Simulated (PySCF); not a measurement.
**Structure from 2D NMR**

Compound of formula C₃H₂F₃N. Correlations simulated from computed shifts and the bond graph:

HSQC (one-bond C–H):
```tsv
δH	δC
2.91	26.9
```

HMBC (two and three bonds, from the bond graph):
```tsv
δH	δC
2.91	133.5, 116.8
```

Carbons without hydrogens: δ 133.5, 116.8.

Theory: PBE0-D3(BJ)/def2-TZVP geometry, σ from GIAO-B97-2/pcSseg-2, in PySCF 2.14 (non-relativistic Hamiltonian, gas phase, one computed conformer, one averaged value for each set of equivalent atoms).

Chemical shifts δ = σref − σ; ¹H and ¹³C vs TMS, all at this level.

Exchangeable hydrogens are left out of these lists.

Q: Work out the connectivity.

A: SMILES N#CCC(F)(F)F.

Numbering as in the mapped SMILES `[N:1]#[C:2][CH2:3][C:4]([F:5])([F:6])[F:7]` (H(Xn): hydrogen on atom n).

1. δC 133.5 is C4, a CF3 carbon.
2. δC 116.8 is C2, a nitrile carbon.
3. δC 26.9 is C3, an sp3 CH2 α to a nitrile (δH 2.91).
4. HMBC from δH 2.91 reaches the proton-free carbons C4, C2.

The shifts were computed for this structure.

Shifts are as computed. Against solution values, carbons near 30 ppm lie about +3 ppm off and those near 130 ppm about +7 ppm. Of 1211 compounds with measured shifts, 218 miss one by over three times the rms of a fit or turn the order of signals round; such compounds aren't used in these exercises.
